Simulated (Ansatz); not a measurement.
Ti₄S₃⁺, relaxed as a quartet with UKS PBE-D4/def2-SVP in Ansatz, starting from the PBE-D4/def2-SVP geometry of the charge +1 doublet. Force threshold 0.03 eV/Å.

The relaxation made no stability test and no search for a lower SCF solution. At PBE-D4/def2-SVP a doublet of charge 1 lies 0.23 eV below the quartet, each at its own geometry. The structure comes from a short search, and lower isomers may exist.

Start:

```xyz
7

Ti    0.659   -1.399   -0.788
Ti    1.101   -0.131    1.339
Ti   -0.266    1.221   -0.675
Ti   -1.226   -0.928    0.806
S     1.964    0.572   -0.745
S    -1.439   -0.596   -1.524
S    -0.792    1.261    1.587
```

```
         step   energy (eV)  largest force component (eV/Å)  SCF passes
            1  -124909.0748                           0.580         146
            2  -124909.1904                           0.243          74
 3 (rejected)  -124908.9401                           1.059         140
            4  -124909.2145                           0.114          67
            5  -124909.2227                           0.061          53
            6  -124909.2262                           0.052          60
            7  -124909.2273                           0.051          50
 8 (rejected)  -124909.1696                           0.661         114
            9  -124909.2296                           0.120          60
10 (rejected)  -124909.2177                           0.612         116
           11  -124909.2397                           0.121          66
           12  -124909.2502                           0.160          95
           13  -124909.2516                           0.163          59
           14  -124909.2542                           0.137          58
           15  -124909.2576                           0.030          54
           16  -124909.2581                           0.028          52
           17  -124909.2611                           0.149          58
           18  -124909.2644                           0.167          50
19 (rejected)  -124909.1642                           0.618          56
           20  -124909.2706                           0.214          55
21 (rejected)  -124909.2158                           0.707          66
           22  -124909.2826                           0.075          57
           23  -124909.2846                           0.074          54
           24  -124909.2859                           0.030          45
           25  -124909.2864                           0.015          47
```

Force components are those of the run's own axes.

End:

```xyz
7

Ti    0.716   -1.301   -0.856
Ti    1.140   -0.247    1.369
Ti   -0.352    1.095   -0.685
Ti   -1.355   -0.729    0.770
S     1.990    0.667   -0.668
S    -1.485   -0.790   -1.599
S    -0.654    1.306    1.668
```

By distances, no bond broke or formed. The bond that changes most is Ti3–S6, from 2.32 to 2.38 Å (atoms count from 1).

The force fell under the threshold at step 16, but the optimiser went on and released 0.028 eV more. No frequencies were taken in this run, so the end may be a saddle point.

Hardware: 4 threads of Arm Neoverse V2 on a shared host. Wall time 4 min.
